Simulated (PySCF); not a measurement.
**ClF3Ge: core ionisation energies**

Species: GeClF3.
Cartesian coordinates in Å at the PBE0-D3(BJ)/def2-SVP level; atoms count from 1:
```
atom  x, y, z in Å
Ge1   -0.001    0.000   -0.049
Cl2    0.035   -0.021    2.047
F3     1.575    0.011   -0.700
F4    -0.809    1.382   -0.635
F5    -0.801   -1.373   -0.664
```

Method: delta-SCF UKS SCAN, pcX-2 on the ionised atom, pcseg-1 elsewhere, spin-free X2C in PySCF 2.14.0. Each binding energy is the total energy of the core-ionised species, with the hole localised on one atom, minus that of the ground state; both are solved self-consistently, so orbital relaxation is included.

Problem. Give the core binding energies atom by atom.

Solution. 
| atom(s) | bonded to | level | binding energy (eV) | 2p1/2 (eV) | count |
| --- | --- | --- | --- | --- | --- |
| Cl2 | Ge | Cl 1s | 2830.29 | – | 1 |
| F3/F4/F5 | Ge | F 1s | 693.23 | – | 3 |
| Cl2 | Ge | Cl 2p3/2 | 207.68 | 209.33 | 1 |

Problem. Express the binding energy of F 1s of F3/F4/F5 in atomic units and per mole.

Solution. 693.23 eV = 25.4757 Eh = 66887 kJ/mol.

Problem. Which effective nuclear charge Zeff reproduces each element's mean 1s value in the hydrogen-like formula E = 13.606 eV × Zeff²?

Solution. F (Z = 9): mean 693.2 eV, Zeff = 7.14, Z − Zeff = 1.86; Cl (Z = 17): mean 2830.3 eV, Zeff = 14.42, Z − Zeff = 2.58. Means run over the listed sites, weighted by atom count.

Atoms equivalent by their bonding share one computed value, that of the first of them. 2p3/2 and 2p1/2 are the ΔSCF energy of one spin-free 2p hole plus the eigenvalues of a spin–orbit and ligand-field matrix of the shell. 2p1/2 minus 2p3/2 (ligand field included): Cl 1.65 eV. No level of germanium is listed. Geometry: PBE0-D3(BJ)/def2-SVP; no solvent, vibrations or thermal averaging.

Time: 7.0 s wall. Hardware: one thread of an Arm Neoverse V1, no GPU, on a shared host.
